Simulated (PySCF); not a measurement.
Precursor series Cd Cl-OH. All species are isolated molecules in the gas phase. One relaxed conformer stands for each flexible species; it need not be the lowest.

The LUMO from two functionals at the same geometries (TPSS-D3(BJ)/def2-SVP), both in PySCF: PBE-D3(BJ)/def2-TZVP and B3LYP-D3(BJ)/def2-TZVP. B3LYP has the VWN-RPA correlation part, as in Gaussian. 

| species | B3LYP-D3(BJ)/def2-TZVP (eV) |
|---|---|
| 0 of 2 Cl replaced by OH ([Cd(Cl)2]) | -2.67 |
| 1 of 2 Cl replaced by OH ([Cd(Cl)(OH)]) | -2.31 |
| 2 of 2 Cl replaced by OH ([Cd(OH)2]) | -1.95 |

What does PBE-D3(BJ)/def2-TZVP give for each?


- 0 of 2 Cl replaced by OH ([Cd(Cl)2]): -3.23
- 1 of 2 Cl replaced by OH ([Cd(Cl)(OH)]): -2.85
- 2 of 2 Cl replaced by OH ([Cd(OH)2]): -2.46
Over these rows, drawn at random from the members with no instability flagged (it was tested for open shells, ions and some series alone), PBE minus B3LYP-D3(BJ): mean -0.54 eV, from -0.56 eV to -0.51 eV.
